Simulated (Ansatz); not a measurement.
CH₄BInO (`[InH2][CH]1BO1`), 8 atoms. Charge 0, multiplicity 1. Correlated methods include outer-core shells of In, which these sets cover unevenly. In: def2 effective core potential. Hardware: A = 2 threads of an AMD EPYC 7R13 on a shared host; B = 2 threads of an AMD EPYC 7R13 on a shared host and a share of an NVIDIA H100 80 GB. Correlated methods freeze the cores. Open-shell runs search over several starts.

**Question.** How many basis functions does each run have, and how long does it take in Ansatz? RHF-CCSD(T)/def2-QZVPP energy [B]; RKS ωB97M-V/def2-SVP energy [A]; UKS B3LYP-D4/def2-TZVPP energy of the cation [A]; RKS B2PLYP (frozen core)/def2-TZVPP energy [A]; RKS B97M-V/def2-TZVPP energy [A]; UKS B2PLYP (frozen core)/def2-TZVPP energy of the cation [A]; direct RPA on PBE orbitals/def2-TZVPP energy [A]; RKS BHLYP-D4/def2-TZVPP energy [A]; RKS ωB97M-V/def2-QZVPP energy [B]; UHF-CCSD(T)/def2-TZVPP energy of the cation [B]; RKS PBE0-D4/def2-TZVP frequencies [A]; UKS ωB97X-V/def2-TZVPP energy of the cation [A]. (Estimate.)

**Answer.** Ansatz gave: Other jobs shared the machine, so times are rough.

```
                                level                       job  functions  wall time  peak host memory (GiB)
              RKS BHLYP-D4/def2-TZVPP                energy [A]        199      2.9 s                    0.49
                 RKS ωB97M-V/def2-SVP                energy [A]         88      3.8 s                    0.49
               RKS ωB97M-V/def2-QZVPP                energy [B]        373      3.9 s                    0.98
  RKS B2PLYP (frozen core)/def2-TZVPP                energy [A]        199        6 s                    0.49
direct RPA on PBE orbitals/def2-TZVPP                energy [A]        199        6 s                    0.49
                RKS B97M-V/def2-TZVPP                energy [A]        199      7.5 s                    0.49
              UKS B3LYP-D4/def2-TZVPP  energy of the cation [A]        199       12 s                    0.57
               RHF-CCSD(T)/def2-QZVPP                energy [B]        373       12 s                    0.91
               UHF-CCSD(T)/def2-TZVPP  energy of the cation [B]        199       13 s                    0.82
  UKS B2PLYP (frozen core)/def2-TZVPP  energy of the cation [A]        199       24 s                    0.78
               UKS ωB97X-V/def2-TZVPP  energy of the cation [A]        199       26 s                    0.79
                RKS PBE0-D4/def2-TZVP           frequencies [A]        167      120 s                    0.49
```

B3LYP here is the variant with VWN-RPA as its local correlation; programs differ in this.
